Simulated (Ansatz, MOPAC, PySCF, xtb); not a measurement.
Torsion Si1–Se2–Se3–H7 in H4Se2Si (SMILES [SiH3][Se][SeH]); at each angle all else is relaxed with GFN2-xTB, and the levels are single points there.
Geometry at 90° (charge 0, multiplicity 1):
```xyz
7

Si    -1.041    -0.150     0.024
Se     0.399     1.628    -0.312
Se     2.423     0.623     0.147
H     -0.649    -1.221    -0.888
H     -2.339     0.424    -0.295
H     -0.922    -0.578     1.415
H      2.706     0.178    -1.211
```

On the grid 0° to 330°, 0° is the highest and 90° the lowest point at MP2/CBS(def2-TZVPP, def2-QZVPP) + ΔCCSD(T)/def2-TZVPP.

Rows in STO-3G carry no dispersion term and start afresh at each structure; the Pople sets are all-electron and without relativity. The state that PM6 reach isn't checked.

Programs: Ansatz (a quantum-chemistry and plane-wave program); MOPAC for PM6 (differences of heats of formation); PySCF for STO-3G rows, the dispersion terms; xtb for the GFN methods. Each number belongs to the level named beside it.

Problem. One of these levels gives 238.7 meV for the energy at 0° less that at 90°. Which?
A) PM6
B) HF/STO-3G
C) GFN2-xTB
D) r2SCAN-D3(BJ)/def2-TZVPP

Solution. B, HF/STO-3G. The others give 116.5 (PM6), 149.1 (GFN2-xTB), 209.7 (r2SCAN-D3(BJ)/def2-TZVPP)
